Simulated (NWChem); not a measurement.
Basis-set dependence for H₃OSi

SMILES: [O][SiH3]
```xyz
5

O     -1.1796    -0.2168     0.0000
Si     0.4699     0.0980     0.0000
H      0.9144     0.8281     1.2237
H      0.9144     0.8281    -1.2237
H      1.0298    -1.2931     0.0000
```
Charge 0, spin multiplicity 2.

Program: NWChem. All single points use one geometry, from UPBE0/def2-SVP, a minimum by its harmonic frequencies.

Hartree-Fock energies in Ha, correlation energies in mHa.

The correlated methods keep 6 core orbitals frozen. The Pople sets run with spherical d functions. The structure started from a generated list of species. The unpaired electrons of the parent sit in orbitals of symmetry a' (Cs labels of the run); other states weren't searched. No SCF solution was tested for a lower state. Open-shell Hartree-Fock references start from PBE0 orbitals. Coupled-cluster values serve here as a point of comparison, not as the truth.

```json
[
 {"basis": "6-31G*", "functions": "38", "UHF": "-365.49471", "UMP2": "-211.6", "SCS-UMP2": "-213.6", "CCSD on UHF": "-243.7", "CCSD[T] on UHF": "-248.8", "CCSD(T) on UHF": "-248.2"},
 {"basis": "def2-SVP", "functions": "47", "UHF": "-365.35920", "UMP2": "-242.5", "SCS-UMP2": "-248.3", "CCSD on UHF": "-278.1", "CCSD[T] on UHF": "-283.8", "CCSD(T) on UHF": "-283.2"},
 {"basis": "def2-TZVP", "functions": "86", "UHF": "-365.56509", "UMP2": "-304.9", "SCS-UMP2": "-312.4", "CCSD on UHF": "not run", "CCSD[T] on UHF": "not run", "CCSD(T) on UHF": "not run"}
]
```

From def2-SVP to def2-TZVP the Hartree-Fock energy moves by -205.9 mHa and the UMP2 correlation energy by -62.4 mHa, which is 20 % of its value in the larger set.
